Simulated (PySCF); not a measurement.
PySCF 2.14 output of an unrestricted PBE0 calculation on a single atom or ion in ANO-RCC-VTZP (7s6p4d2f1g, 68 functions), with the spin-free X2C one-electron Hamiltonian (Gaussian nucleus):

```
SCF conv_tol = 1e-09
number electrons alpha = 20  beta = 18
    C. Adamo and V. Barone.,  J. Chem. Phys. 110, 6158 (1999)
    M. Ernzerhof and G. E. Scuseria.,  J. Chem. Phys. 110, 5029 (1999)
cycle= 1 E= -3596.8618079353  delta_E= -0.00681  |g|= 0.0292  |ddm|= 0.085
cycle= 2 E= -3596.86193030653  delta_E= -0.000122  |g|= 0.00649  |ddm|= 0.0112
cycle= 3 E= -3596.86193501594  delta_E= -4.71e-06  |g|= 0.000958  |ddm|= 0.00204
cycle= 4 E= -3596.86193528277  delta_E= -2.67e-07  |g|= 0.000211  |ddm|= 0.000751
cycle= 5 E= -3596.86193529878  delta_E= -1.6e-08  |g|= 6.96e-06  |ddm|= 0.000185
cycle= 6 E= -3596.86193529886  delta_E= -7.28e-11  |g|= 2.96e-07  |ddm|= 1.8e-05
converged SCF energy = -3596.86193529886  <S^2> = 2.0008641  2S+1 = 3.000576
```

The run itself started from symmetry-adapted Hartree-Fock orbitals and held the occupation by maximum overlap, on a logarithmic radial grid, so the iterations belong to that start.

Problem. Which element, charge and spin multiplicity is this?

Solution. Zr²⁺ (zirconium, charge +2), multiplicity 3; the state was [Kr] 4d1 5p1, one real determinant (an excited configuration).

⟨L²⟩ = 8.01 against 12 for a pure F term, so this real determinant mixes terms.
